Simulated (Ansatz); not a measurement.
Molecule: C3H2F3 (charge 0, doublet). It need not be the lowest isomer of its formula. 
Structure (B3LYP-D3(BJ)/def2-TZVP (Ansatz, an electronic-structure program) minimum search):
```
C
C 1 1.3007
H 2 1.0768 1 138.84
H 1 1.0907 2 122.40 3 0.00
C 1 1.5021 4 113.72 2 180.00
F 5 1.3391 1 113.16 4 -180.00
F 5 1.3508 6 107.65 1 -122.66
F 5 1.3508 6 107.65 7 -114.68
```
Charge 0, spin multiplicity 2.

Wanted: atomisation energy (electronic, to ground-state atoms), in eV. Correlated levels leave the core frozen unless marked. UHF or UKS for open shells. No spin-orbit coupling. No relativistic terms. The coupled-cluster limit lacks core correlation, which all-electron functionals hold. CBS(X,Y): correlation extrapolated as X^-3; Hartree-Fock from the larger set.

```csv
level,program,atomisation energy (eV)
PBE0-D3(BJ)/def2-TZVPD,Ansatz + dftd3,34.41
r2SCAN0/def2-TZVPD,Ansatz,33.37
wB97X-V/def2-TZVPD,Ansatz,34.01
B2GP-PLYP-D3(BJ)/def2-TZVPD,Ansatz + dftd3,33.56
"RI-MP2/CBS(cc-pVTZ,cc-pVQZ)",Ansatz,34.98
SCS-MP2/cc-pVQZ,Ansatz,33.75
```

**Question.** What does CCSD(T)/CBS(cc-pVTZ,cc-pVQZ) (Ansatz) give?

**Answer.** 33.90 eV, so SCS-MP2/cc-pVQZ differs from it by -0.15 eV.
